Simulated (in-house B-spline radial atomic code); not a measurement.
Kr⁺ is squeezed into an impenetrable sphere of radius R (the orbitals vanish at R). No spin polarisation. Computed with a radial B-spline atomic code at the basis-set limit: scalar-relativistic (X2C) PBE, spherical fractional occupations, Fermi nucleus of rms radius 4.1884 fm.

Energies in eV above the free ion in [Ar] 3d10 4s2 4p5:

```tsv
R (bohr)	highest level (eV)	[Ar] 3d10 4s2 4p5	[Ar] 3d9 4s2 4p5 4f1	[Ar] 3d10 4s2 4p4 4d1
8.04	-19.5	0.0005938	105.7	16.71
6.63	-19.5	0.01251	107.9	17.02
4.86	-19	0.5136	114.2	18.9
4.28	-18.3	1.686	118.7	21.16
3.72	-16.4	5.306	126.6	26.5
3.22	-12.7	14.9	141.6	38.6
2.73	-4.61	41.87	176.6	69.6
2.22	16	128.5	278.6	163.3
1.91	43.8	266.4	433.3	307.4
1.54	119	695.3	897.9	743.8
```

Task: Does [Ar] 3d9 4s2 4p5 4f1 fall below [Ar] 3d10 4s2 4p5 under compression?

Result: No, it stays above over the whole range.

Task: Does [Ar] 3d10 4s2 4p4 4d1 fall below [Ar] 3d10 4s2 4p5 under compression?

Result: No, it stays above over the whole range.

The highest level is first positive in the row R = 2.22 bohr, pushed up by confinement above the zero of the free ion's potential. Each configuration is held fixed and needn't be the lowest in the sphere.
